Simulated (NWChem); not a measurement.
Everything below was run with NWChem. System: BCl (+1), charge 1, spin multiplicity 2, at a geometry optimised with UPBE0/def2-SVP. The structure started from a generated list of species. Its SCF solution wasn't tested for a lower state. Level: UMP2/def2-SVP, 6 core orbitals frozen.

NWChem printed:

```
             Northwest Computational Chemistry Package (NWChem) 7.3.0
             --------------------------------------------------------

                                NWChem Input Module
                                -------------------

 Scaling coordinates for geometry "geometry" by  1.889725989
 (inverse scale =  0.529177249)

 Turning off AUTOSYM since
 SYMMETRY directive was detected!

                             Geometry "geometry" -> ""
                             -------------------------

 Output coordinates in angstroms (scale by  1.889725989 to convert to a.u.)

  No.       Tag          Charge          X              Y              Z
 ---- ---------------- ---------- -------------- -------------- --------------
    1 B                    5.0000     0.00000000     0.00000000     1.23919800
    2 Cl                  17.0000     0.00000000     0.00000000    -0.36447000

 Effective nuclear repulsion energy (a.u.)      28.0482407612

            Nuclear Dipole moment (a.u.)
            ----------------------------
        X                 Y               Z
 ---------------- ---------------- ----------------
     0.0000000000     0.0000000000    -0.0000000000

      Symmetry information
      --------------------

 Group name             C2v
 Group number             16
 Group order               4
 No. of unique centers     2

      Symmetry unique atoms

     1    2


 Summary of "ao basis" -> "" (spherical)
 ------------------------------------------------------------------------------
       Tag                 Description            Shells   Functions and Types
 ---------------- ------------------------------  ------  ---------------------
 *                          def2-svp                  on all atoms

 Summary of "ao basis" -> "ao basis" (spherical)
 ------------------------------------------------------------------------------
       Tag                 Description            Shells   Functions and Types
 ---------------- ------------------------------  ------  ---------------------
 B                          def2-svp                 6       14   3s2p1d
 Cl                         def2-svp                 8       18   4s3p1d

                                 NWChem SCF Module
                                 -----------------

  ao basis        = "ao basis"
  functions       =    32
  atoms           =     2
  alpha electrons =    11
  beta  electrons =    10
  charge          =   1.00
[...]
     2   0 2 0    -11.203367     -6.166372     -5.036994      0.000000
     2   0 1 1      0.000000      0.000000     -0.000000      0.000000
     2   0 0 2     -6.319242    -26.833662    -14.968786     35.483205

                   NWChem MP2 Semi-direct Energy/Gradient Module
                   ---------------------------------------------

  Basis functions       =     32
  Molecular orbitals    =     32
  Frozen core           =      6
  Frozen virtuals       =      0
  Active alpha occupied =      5
  Active beta occupied  =      4
  Active alpha virtual  =     21
  Active beta virtual   =     22
  Use MO symmetry       = T
  Use skeleton AO sym   = T

  AO/Fock/Back tols     =   1.0D-09  1.0D-09  1.0D-09

 GA uses MA = F    GA memory limited = T

 Available:
  local mem=  1.26D+08
 global mem=  1.44D+08
 local disk=  0.00D+00
  mp2_memr nvloc                    21
  nvloc new                    21
   1 passes of   5:        2097152                       4766                    189941.
   1 passes of   5: M    126154661           G      144177152           F     124057509.

 Semi-direct pass number   1 of   1  for UHF alpha       at        0.3s
  vrange nnbf                   527
  mp2_eaftype                    10  avail_ma_in_mb                  1099
 EAF : mp2_eaftype filesize          10      94970.
  mp2_eaf for mointskh                     10
Node 0 wrote      0.4 Mb in      0.0 s     Agg I/O rate:  1093.0 Mb/s
 Done moints_semi at        0.6s
  mp2_eaftype                    10  avail_ma_in_mb                  1089
 EAF : mp2_eaftype filesize          10      94970.
  mp2_eaf for kh                    10
 Done maket at        0.6s
 Done multipass loop at        0.6s

 GA uses MA = F    GA memory limited = T

 Available:
  local mem=  1.26D+08
 global mem=  1.44D+08
 local disk=  0.00D+00
  mp2_memr nvloc                    22
  nvloc new                    22
   1 passes of   4:        2097152                       4332                    159480.
   1 passes of   4: M    126154661           G      144177152           F     124057509.

 Semi-direct pass number   1 of   1  for UHF beta        at        0.6s
  vrange nnbf                   527
  mp2_eaftype                    10  avail_ma_in_mb                  1099
 EAF : mp2_eaftype filesize          10      79740.
  mp2_eaf for mointskh                     10
Node 0 wrote      0.4 Mb in      0.0 s     Agg I/O rate:  1074.9 Mb/s
 Done moints_semi at        0.9s
  mp2_eaftype                    10  avail_ma_in_mb                  1089
 EAF : mp2_eaftype filesize          10      79740.
  mp2_eaf for kh                    10
 Done maket at        0.9s
 Done multipass loop at        0.9s

          -------------------------------------------
          SCF energy                -483.640677375974
          Correlation energy          -0.174102770727
          Singlet pairs                0.000000000000
          Triplet pairs                0.000000000000
          Total MP2 energy          -483.814780146701
          -------------------------------------------

          ---------------------------------------------------
                    Spin Component Scaled (SCS) MP2
          Same spin pairs                     -0.047358212668
          Same spin scaling factor             0.333333333333
          Opposite spin pairs                 -0.126744558059
          Opposite spin scaling fact.          1.200000000000
          SCS-MP2 correlation energy          -0.167879540560
          Total SCS-MP2 energy              -483.808556916534
          ---------------------------------------------------

 -----------------------
 Performance information
 -----------------------

 Timer overhead =  3.25D-07 seconds/call

               Nr. of calls         CPU time (s)                 Wall time (s)                GFlops
             ---------------    -------------------     ------------------------------   -------------------
Name         Min   Avg   Max    Min     Avg     Max     Min     Avg     Max   Mx/calls   Min     Max     Sum
mp2: moin     2     2     2   0.51    0.51    0.51     0.51    0.51    0.51    0.25      0.0     0.0     0.0
mp2: make     2     2     2   1.65E-2 1.65E-2 1.65E-2  1.65E-2 1.65E-2 1.65E-2 8.25E-3   0.0     0.0     0.0
mp2: tota     1     1     1   0.57    0.57    0.57     0.57    0.57    0.57    0.57      0.0     0.0     0.0

 The average no. of pstat calls per process was 5.00D+00
 with a timing overhead of 1.62D-06s

 Task  times  cpu:        0.8s     wall:        0.8s

 Total times  cpu:        0.9s     wall:        0.9s
```

### Question
Write an NWChem input that would produce this output.

### Answer
Several could match; the one computed here: 
```
start mol
memory heap 200 mb stack 900 mb global 1100 mb
charge 1
geometry units angstroms nocenter noautoz
  B      0.000000     0.000000     1.239198
  Cl     0.000000     0.000000    -0.364470
  symmetry group C2v
end
basis spherical
  * library def2-svp
end
scf
  uhf
  nopen 1
  maxiter 100
  thresh 1e-7
  semidirect memsize 60000000 filesize 0
  # guess.movecs holds the orbitals of an unrestricted PBE0 run
  vectors input guess.movecs output mol.movecs
end
mp2
  freeze core 6
end
task mp2 energy
```
